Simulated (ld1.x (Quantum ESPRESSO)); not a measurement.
# Sb (Z = 51): TM semilocal pseudisation with PBE, scalar-relativistic reference atom.

ld1.x (Quantum ESPRESSO) 7.5 was run on this input:

```
&input
   title='Sb', zed=51., rel=1, dft='PBE', iswitch=3,
   config='[Kr] 4d10 5s2 5p3',
   nld=3, rlderiv=2.75, eminld=-4.0, emaxld=5.0, deld=0.02
 /
 &inputp
   pseudotype=1, tm=.true., lloc=0,
   nlcc=.true., new_core_ps=.true.,
   file_pseudopw='Sb.pp', file_wfcaegen='ae.wfc', file_wfcncgen='nc.wfc'
 /
3
5P  2  1   3.00   0.00  2.55  2.55  0.0
4D  3  2  10.00   0.00  0.85  0.85  0.0
5S  1  0   2.00   0.00  1.75  1.75  0.0
 &test
   configts(1)='4d10 5s2 5p3'
 /
```

Command:

```bash
ld1.x < Sb.in > Sb.out
```

Output (shortened: banner, matrices, multipoles, cross overlaps and the repeated all-electron block are left out):

```
Program LD1 v.7.5
     --------------------------- All-electron run ----------------------------

     Sb
     scalar relativistic calculation

     atomic number is 51.00
     dft =PBE   lsd =0 sic =0 latt =0  beta=0.20 tr2=1.0E-14
     Exchange-correlation= PBE
                           (   1   4   3   4   0   0   0)
     mesh =1243 r(mesh) =  98.80758 a.u. xmin = -7.00 dx = 0.01250
     1 Ry =  13.60569312 eV, c = 137.03599908

     n l     nl                  e(Ry)          e(Ha)          e(eV)
     1 0     1S 1( 2.00)     -2227.4355     -1113.7177    -30305.8032
     2 0     2S 1( 2.00)      -338.9497      -169.4749     -4611.6462
     2 1     2P 1( 6.00)      -304.2841      -152.1420     -4139.9956
     3 0     3S 1( 2.00)       -66.4523       -33.2262      -904.1302
     3 1     3P 1( 6.00)       -55.1533       -27.5766      -750.3986
     4 0     4S 1( 2.00)       -10.9391        -5.4696      -148.8341
     4 1     4P 1( 6.00)        -7.4812        -3.7406      -101.7871
     3 2     3D 1(10.00)       -37.9157       -18.9579      -515.8696
     4 2     4D 1(10.00)        -2.4628        -1.2314       -33.5079
     5 0     5S 1( 2.00)        -0.9430        -0.4715       -12.8305
     5 1     5P 1( 3.00)        -0.3548        -0.1774        -4.8278

     final scf error:  9.3E-15 reached in  25 iterations

     Etot =  -12962.908074 Ry,   -6481.454037 Ha, -176369.349231 eV

     Ekin =   13558.029935 Ry,    6779.014967 Ha,  184466.394641 eV
     Encl =  -31351.634012 Ry,  -15675.817006 Ha, -426560.711266 eV
     Eh   =    5170.905808 Ry,    2585.452904 Ha,   70353.757593 eV
     Exc  =    -340.209805 Ry,    -170.104902 Ha,   -4628.790199 eV

     normalization and overlap integrals

     s(1S/1S) =  1.000000  <r> =   0.0284  <r2> =    0.0011  r(max) =   0.0184
     s(2S/2S) =  1.000000  <r> =   0.1226  <r2> =    0.0177  r(max) =   0.1034
     s(2P/2P) =  1.000000  <r> =   0.1071  <r2> =    0.0140  r(max) =   0.0826
     s(3S/3S) =  1.000000  <r> =   0.3305  <r2> =    0.1249  r(max) =   0.2991
     s(3P/3P) =  1.000000  <r> =   0.3288  <r2> =    0.1254  r(max) =   0.2918
     s(4S/4S) =  1.000000  <r> =   0.7908  <r2> =    0.7072  r(max) =   0.7266
     s(4P/4P) =  1.000000  <r> =   0.8523  <r2> =    0.8293  r(max) =   0.7639
     s(3D/3D) =  1.000000  <r> =   0.3054  <r2> =    0.1106  r(max) =   0.2449
     s(4D/4D) =  1.000000  <r> =   1.0302  <r2> =    1.2548  r(max) =   0.8442
     s(5S/5S) =  1.000000  <r> =   2.2266  <r2> =    5.6485  r(max) =   1.9025
     s(5P/5P) =  1.000000  <r> =   2.9196  <r2> =    9.9411  r(max) =   2.3530

     ------------------------ End of All-electron run ------------------------

     --------------------- Generating NC pseudopotential ---------------------

      Generating local pot.: lloc=0, matching radius rcloc =   1.7500

      Computing core charge for nlcc:

       r > 0.61 : true rho core
      Core charge pseudized with two Bessel functions
      Integrated core pseudo-charge :  15.08

      Wfc   5P  rcut= 2.568  Using Troullier-Martins method

      Wfc   4D  rcut= 0.855  Using Troullier-Martins method

     ------------------- End of pseudopotential generation -------------------

     Computing logarithmic derivative in   2.75094
     Computing logarithmic derivative in   2.75094
     Computing the partial wave expansion
       no projector for channel:   0
     R is outside the sphere for l=    1 j= 0.00
     R is outside the sphere for l=    2 j= 0.00

     ---------------------- Testing the pseudopotential ----------------------

     Sb
     scalar relativistic calculation

     atomic number is 51.00   valence charge is 15.00
     dft =PBE   lsd =0 sic =0 latt =0  beta=0.20 tr2=1.0E-14
     mesh =1243 r(mesh) =  98.80758 xmin = -7.00 dx = 0.01250

     n l     nl             e AE (Ry)        e PS (Ry)    De AE-PS (Ry)
     3 2     4D   1(10.00)       -2.46278       -2.46265       -0.00014
     1 0     5S   1( 2.00)       -0.94302       -0.94303        0.00000
     2 1     5P   1( 3.00)       -0.35484       -0.35484        0.00000

     eps = 9.3E-15  iter = 20

     Etot =  -12962.908074 Ry,   -6481.454037 Ha, -176369.349231 eV
     Etotps =  -203.883687 Ry,    -101.941843 Ha,   -2773.978876 eV

     Ekin =     116.514788 Ry,      58.257394 Ha,    1585.264445 eV
     Encl =    -245.233975 Ry,    -122.616987 Ha,   -3336.578201 eV
     Ehrt =     138.818867 Ry,      69.409433 Ha,    1888.726897 eV
     Ecxc =     -66.280465 Ry,     -33.140233 Ha,    -901.791674 eV
     (Ecc =     -40.618163 Ry,     -20.309082 Ha,    -552.638264 eV)
     Epseu=    -147.702901 Ry,     -73.851450 Ha,   -2009.600344 eV

     ---------------------- End of pseudopotential test ----------------------
```

Generation and configuration tests took about 2.4 s on one core of a shared server CPU.

Transferability test of the new file with ld1.x, input:

```
&input
   title='Sb', zed=51., rel=1, dft='PBE', iswitch=2,
   config='[Kr] 4d10 5s2 5p3'
 /
 &test
   file_pseudo='Sb.pp', nconf=8,
   configts(1)='4d10 5s2 5p3',
   configts(2)='4d10 5s2 5p2',
   configts(3)='4d10 5s2 5p1',
   configts(4)='4d10 5s2 5p0',
   configts(5)='4d9 5s2 5p4',
   configts(6)='4d10 5s1 5p4',
   configts(7)='4d10 5s2 5p2.5',
   configts(8)='4d9 5s2 5p3'
 /
```

```bash
ld1.x < Sb.test.in > Sb.test.out
```

Pseudopotential blocks of its output, shortened (energy terms left out):

```
     ---------------------- Testing the pseudopotential ----------------------

     n l     nl             e AE (Ry)        e PS (Ry)    De AE-PS (Ry)
     3 2     4D   1(10.00)       -2.46278       -2.46265       -0.00014
     1 0     5S   1( 2.00)       -0.94302       -0.94303        0.00000
     2 1     5P   1( 3.00)       -0.35484       -0.35484        0.00000

     eps = 7.4E-15  iter = 17

     Etot =  -12962.908074 Ry,   -6481.454037 Ha, -176369.349231 eV
     Etotps =  -203.883687 Ry,    -101.941844 Ha,   -2773.978878 eV

     ---------------------- End of pseudopotential test ----------------------

          ---------------------- Testing the pseudopotential ----------------------

     n l     nl             e AE (Ry)        e PS (Ry)    De AE-PS (Ry)
     3 2     4D   1(10.00)       -3.08747       -3.08311       -0.00437
     1 0     5S   1( 2.00)       -1.51689       -1.51642       -0.00047
     2 1     5P   1( 2.00)       -0.88146       -0.88126       -0.00019

     eps = 6.8E-15  iter = 13

     Etot =  -12962.296789 Ry,   -6481.148394 Ha, -176361.032276 eV
     Etotps =  -203.272353 Ry,    -101.636177 Ha,   -2765.661257 eV
     dEtot_ae =       0.611285 Ry
     dEtot_ps =       0.611334 Ry,   Delta E=      -0.000049 Ry

     ---------------------- End of pseudopotential test ----------------------

          ---------------------- Testing the pseudopotential ----------------------

     n l     nl             e AE (Ry)        e PS (Ry)    De AE-PS (Ry)
     3 2     4D   1(10.00)       -3.81151       -3.80100       -0.01051  !
     1 0     5S   1( 2.00)       -2.16204       -2.16136       -0.00068
     2 1     5P   1( 1.00)       -1.47592       -1.47595        0.00003

     eps = 6.2E-15  iter = 13

     Etot =  -12961.123165 Ry,   -6480.561582 Ha, -176345.064312 eV
     Etotps =  -202.098594 Ry,    -101.049297 Ha,   -2749.691451 eV
     dEtot_ae =       1.784909 Ry
     dEtot_ps =       1.785093 Ry,   Delta E=      -0.000184 Ry

     ---------------------- End of pseudopotential test ----------------------

          ---------------------- Testing the pseudopotential ----------------------

     n l     nl             e AE (Ry)        e PS (Ry)    De AE-PS (Ry)
     3 2     4D   1(10.00)       -4.61393       -4.59676       -0.01717  !
     1 0     5S   1( 2.00)       -2.85948       -2.85983        0.00035
     2 1     5P   1( 0.00)       -2.12122       -2.12301        0.00179

     eps = 6.6E-15  iter = 20

     Etot =  -12959.328843 Ry,   -6479.664422 Ha, -176320.651321 eV
     Etotps =  -200.303091 Ry,    -100.151545 Ha,   -2725.262384 eV
     dEtot_ae =       3.579230 Ry
     dEtot_ps =       3.580596 Ry,   Delta E=      -0.001366 Ry

     ---------------------- End of pseudopotential test ----------------------

          ---------------------- Testing the pseudopotential ----------------------

     n l     nl             e AE (Ry)        e PS (Ry)    De AE-PS (Ry)
     3 2     4D   1( 9.00)       -2.90153       -2.93569        0.03416  !
     1 0     5S   1( 2.00)       -1.08080       -1.07781       -0.00299
     2 1     5P   1( 4.00)       -0.43355       -0.43013       -0.00342

     eps = 2.7E-15  iter = 26

     Etot =  -12960.620788 Ry,   -6480.310394 Ha, -176338.229124 eV
     Etotps =  -201.577630 Ry,    -100.788815 Ha,   -2742.603373 eV
     dEtot_ae =       2.287286 Ry
     dEtot_ps =       2.306057 Ry,   Delta E=      -0.018771 Ry

     ---------------------- End of pseudopotential test ----------------------

          ---------------------- Testing the pseudopotential ----------------------

     n l     nl             e AE (Ry)        e PS (Ry)    De AE-PS (Ry)
     3 2     4D   1(10.00)       -2.56549       -2.56519       -0.00030
     1 0     5S   1( 1.00)       -1.00144       -1.00123       -0.00021
     2 1     5P   1( 4.00)       -0.39734       -0.39711       -0.00024

     eps = 5.8E-16  iter = 18

     Etot =  -12962.311861 Ry,   -6481.155930 Ha, -176361.237342 eV
     Etotps =  -203.287407 Ry,    -101.643704 Ha,   -2765.866076 eV
     dEtot_ae =       0.596213 Ry
     dEtot_ps =       0.596280 Ry,   Delta E=      -0.000067 Ry

     ---------------------- End of pseudopotential test ----------------------

          ---------------------- Testing the pseudopotential ----------------------

     n l     nl             e AE (Ry)        e PS (Ry)    De AE-PS (Ry)
     3 2     4D   1(10.00)       -2.76079       -2.75883       -0.00195
     1 0     5S   1( 2.00)       -1.21927       -1.21905       -0.00022
     2 1     5P   1( 2.50)       -0.60809       -0.60799       -0.00010

     eps = 6.8E-15  iter = 20

     Etot =  -12962.668324 Ry,   -6481.334162 Ha, -176366.087274 eV
     Etotps =  -203.643908 Ry,    -101.821954 Ha,   -2770.716521 eV
     dEtot_ae =       0.239749 Ry
     dEtot_ps =       0.239779 Ry,   Delta E=      -0.000029 Ry

     ---------------------- End of pseudopotential test ----------------------

          ---------------------- Testing the pseudopotential ----------------------

     n l     nl             e AE (Ry)        e PS (Ry)    De AE-PS (Ry)
     3 2     4D   1( 9.00)       -3.55367       -3.58007        0.02640  !
     1 0     5S   1( 2.00)       -1.68284       -1.67700       -0.00585  !
     2 1     5P   1( 3.00)       -0.99256       -0.98661       -0.00595  !

     eps = 2.1E-15  iter = 14

     Etot =  -12959.914075 Ry,   -6479.957037 Ha, -176328.613803 eV
     Etotps =  -200.875460 Ry,    -100.437730 Ha,   -2733.049865 eV
     dEtot_ae =       2.993999 Ry
     dEtot_ps =       3.008227 Ry,   Delta E=      -0.014228 Ry

     ---------------------- End of pseudopotential test ----------------------
```
